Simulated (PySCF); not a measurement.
Ga(Br)2(Et), C₂H₅Br₂Ga, SMILES C[CH2][Ga]([Br])[Br], CAM-B3LYP/def2-SVP optimised geometry.

```
10

Ga    -0.28    -0.88     0.00
Br     2.01    -0.88     0.00
Br    -1.26    -2.95     0.00
C     -1.34     0.77     0.00
C     -0.53     2.07     0.01
H     -2.01     0.70     0.87
H     -2.00     0.71    -0.88
H      0.12     2.15    -0.87
H      0.11     2.14     0.90
H     -1.20     2.95     0.01
```

Density from CAM-B3LYP/def2-TZVP (PySCF) at that geometry.

Minimum of the electron density along straight lines between bonded atoms, close to the bond critical point (lines longer than 1.1 times the sum of covalent radii, or with two minima, are not listed):

| bond | length / Å | ρ at the minimum / e bohr⁻³ | ∇²ρ there / e bohr⁻⁵ | position (fraction from the first atom) |
|---|---|---|---|---|
| Ga1–Br2 | 2.289 | 0.086 | 0.16 | 0.43 |
| Ga1–Br3 | 2.289 | 0.086 | 0.16 | 0.43 |
| Ga1–C4 | 1.958 | 0.119 | 0.16 | 0.48 |
| C4–C5 | 1.526 | [?] | [?] | 0.51 |
| C4–H6 | 1.102 | 0.270 | -0.89 | 0.64 |
| C4–H7 | 1.103 | 0.270 | -0.89 | 0.64 |
| C5–H8 | 1.100 | 0.274 | -0.93 | 0.64 |
| C5–H9 | 1.100 | 0.274 | -0.93 | 0.64 |
| C5–H10 | 1.101 | 0.273 | -0.92 | 0.64 |

Problem. Some entries are withheld; supply them.

Solution. 
- C4–C5, ρ at the minimum / e bohr⁻³: 0.243
- C4–C5, ∇²ρ there / e bohr⁻⁵: -0.60
